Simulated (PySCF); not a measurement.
# Sulfur: a sound run and one with changed settings

Sound run: S²⁺ [Ne] 3s2 3p2, S³⁺ [Ne] 3s2 3p1. Calculation: PySCF 2.14, in def2-TZVP; no relativity, point nucleus. In the sound run the correlated levels freeze [Ne]. The sound run starts from symmetry-adapted Hartree-Fock orbitals and uses a fine grid where one is needed.

Changed run: all electrons correlated in a basis built for the valence shell.

| species | method | sound run (hartree) | changed run (hartree) | converged |
| --- | --- | --- | --- | --- |
| S²⁺ | MP2 | -396.39321 | -396.49240 | yes |
| S²⁺ | CCSD(T) | -396.41784 | -396.51689 | yes |
| S³⁺ | MP2 | -395.12134 | -395.22013 | yes |
| S³⁺ | CCSD(T) | -395.14311 | -395.24219 | yes |

Ionisation energy of S²⁺:

| method | sound run (eV) | changed run (eV) |
| --- | --- | --- |
| UHF | 34.153 | 34.153 |
| MP2 | 34.609 | 34.620 |
| SCS-MP2 | 34.516 | 34.524 |
| CCSD | 34.656 | 34.657 |
| CCSD(T) | 34.687 | 34.686 |

A valence basis has no tight correlating functions, so it recovers only part of the core correlation, and not evenly between atom and ion.

For comparison, NIST gives 34.86 ± 0.04 eV between the lowest levels.
